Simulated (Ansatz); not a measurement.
Basis-set series for CH7Al2N, SMILES `C[N]([AlH2])[AlH2]`. The species carries charge 0 and has multiplicity 1. The structure was optimised at the PBE0-D4/def2-TZVP level.

```xyz
11

C    -1.162   -0.695    0.468
N     0.009    0.051   -0.004
Al    1.325    0.436    1.147
Al    0.144    0.469   -1.739
H    -1.974   -0.024    0.768
H    -1.564   -1.358   -0.305
H    -0.926   -1.318    1.337
H     2.556    1.281    0.625
H     1.192   -0.109    2.631
H    -0.993   -0.048   -2.717
H     1.394    1.316   -2.211
```

```tsv
functional	basis	functions	energy (Eh)	HOMO (eV)	LUMO (eV)
PBE0-D4	def2-SVP	99	-581.37976	-7.32	-1.03
PBE0-D4	def2-TZVPP	244	-581.65892	-7.35	-1.06
ωB97M-V	def2-SVP	99	-581.63081	-9.56	0.66
ωB97M-V	def2-TZVPP	244	-581.91551	-9.64	0.54
```

Problem. Give the rows for def2-QZVPP. (An estimate is asked.)

Solution. Computed: 
```json
{"functional": "PBE0-D4", "basis": "def2-QZVPP", "functions": "464", "energy (Eh)": "-581.68033", "HOMO (eV)": "-7.36", "LUMO (eV)": "-1.09"}
{"functional": "ωB97M-V", "basis": "def2-QZVPP", "functions": "464", "energy (Eh)": "-581.93625", "HOMO (eV)": "-9.65", "LUMO (eV)": "0.31"}
```

Positive LUMOs are unbound and depend on the basis.
